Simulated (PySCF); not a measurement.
# How methods differ on the excitation energy of Mo²⁺

Mo²⁺ [Kr] 4d4 (5D) → Mo²⁺ [Kr] 4d3 5p1 (high-spin determinant), as a difference of total energies. Computed with PySCF 2.14 in def2-TZVPPD with the def2 core potential (28 electrons), with a scalar-relativistic core potential. Correlated levels: valence: 4s2 4p6 frozen; valence and next inner shell: nothing frozen outside the core potential. The calculations carry no spin-orbit coupling.

| method | excitation energy (eV) |
| --- | --- |
| UHF | 9.297 |
| PBE | 9.316 |
| PBE0 | 9.488 |
| r2SCAN | 9.369 |
| BP86 | 9.259 |
| B3LYP | 9.317 |
| CAM-B3LYP | 9.449 |
| MP2 (valence) | 9.557 |
| SCS-MP2 (valence) | 9.384 |
| MP2 (valence and next inner shell) | 9.687 |
| SCS-MP2 (valence and next inner shell) | 9.558 |

Question: Estimate what LDA gives.

Answer: 9.413 eV, closest to SCS-MP2 (valence) among the rows shown.

Question: Estimate what wB97M-V gives.

Answer: 9.503 eV, closest to PBE0 among the rows shown.

The determinant of the upper state mixes LS terms, which raises its energy above the lowest term, most at the Hartree-Fock and MP2 levels.
